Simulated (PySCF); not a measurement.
# Telling isomers of C8H6F2 apart by NMR

[PySCF 2.14: geometry: GFN2-xTB; PBE0/pcSseg-1 with gauge-including orbitals; relativity neglected; isolated molecule; rapidly exchanging positions averaged; one computed conformer]

Chemical shifts δ = σref − σ; ¹H and ¹³C vs TMS, all at this level. Splittings of carbon signals by F and P are missing where no couplings were computed. Where no couplings were computed, multiplicities follow the n + 1 count of equivalent neighbours, and m marks all less simple cases (inequivalent or close neighbours, rings, F or P nearby). Shifts are as computed. Against solution values, carbons near 30 ppm lie about +3 ppm off and those near 130 ppm about +5 ppm. Of 1211 compounds with measured shifts, 218 miss one by over three times the rms of a fit or turn the order of signals round; such compounds aren't used in these exercises.

(1) Tabulate the signals of `C=Cc1cccc(F)c1F`, `C#C[C@H]1CC(=C\F)/C1=C/F`, `C=C1C=C/C1=C(F)/C=C/F` and their relative energies.

(2) What is the quickest way to tell C=Cc1cccc(F)c1F from C#C[C@H]1CC(=C\F)/C1=C/F?

(3) What is the quickest way to tell C#C[C@H]1CC(=C\F)/C1=C/F from C=C1C=C/C1=C(F)/C=C/F?

(4) What is the quickest way to tell C=Cc1cccc(F)c1F from C=C1C=C/C1=C(F)/C=C/F?

Results:

(1) 
```json
{"SMILES": "C=Cc1cccc(F)c1F", "carbon types": "3×C 4×CH 1×CH2", "δC": "161.4, 157.9, 134.4, 133.0, 128.9, 123.6, 123.2, 121.0", "δH": "7.78 (m, 1H), 7.35 (m, 1H), 7.35 (m, 1H), 7.34 (m, 1H), 6.29 (m, 1H), 5.85 (m, 1H)", "E rel. (kcal/mol)": "0.0"}
{"SMILES": "C#C[C@H]1CC(=C\\F)/C1=C/F", "carbon types": "3×C 4×CH 1×CH2", "δC": "153.4, 152.9, 125.9, 122.6, 88.7, 78.3, 33.5, 27.3", "δH": "7.25 (m, 1H), 7.25 (m, 1H), 3.69 (m, 1H), 3.12 (m, 1H), 2.87 (m, 1H), 1.77 (d, 1H)", "E rel. (kcal/mol)": "79.8"}
{"SMILES": "C=C1C=C/C1=C(F)/C=C/F", "carbon types": "3×C 4×CH 1×CH2", "δC": "163.0, 152.5, 152.1, 150.3, 149.8, 130.4, 111.3, 102.8", "δH": "7.45 (m, 1H), 7.41 (m, 1H), 6.89 (d, 1H), 6.17 (m, 1H), 5.13 (br s, 1H), 4.97 (br s, 1H)", "E rel. (kcal/mol)": "59.8"}
```

Energies are electronic energies at PBE0/pcSseg-1 on these geometries, without zero-point or thermal terms, each for the one conformer computed, which needn't be the lowest.

(2) Both give the same number of carbon signals, with the same numbers of each carbon type, so the positions decide. The first has a terminal =CH2 carbon at 121.0 ppm, the second an allylic sp3 CH2 at 33.5 ppm. Their most deshielded carbons lie at 161.4 and 153.4 ppm. In the proton spectra the most deshielded non-exchanging signals are 7.78 (m, 1H) and 7.25 (m, 1H).

(3) Both give the same number of carbon signals, with the same numbers of each carbon type, so the positions decide. The first has an allylic sp3 CH2 at 33.5 ppm, the second a terminal =CH2 carbon at 102.8 ppm. Their most deshielded carbons lie at 153.4 and 163.0 ppm.

(4) Both give the same number of carbon signals, with the same numbers of each carbon type, so the positions decide. The first has a terminal =CH2 carbon at 121.0 ppm, the second an alkene CH at 163.0 ppm. Their most deshielded carbons lie at 161.4 and 163.0 ppm.
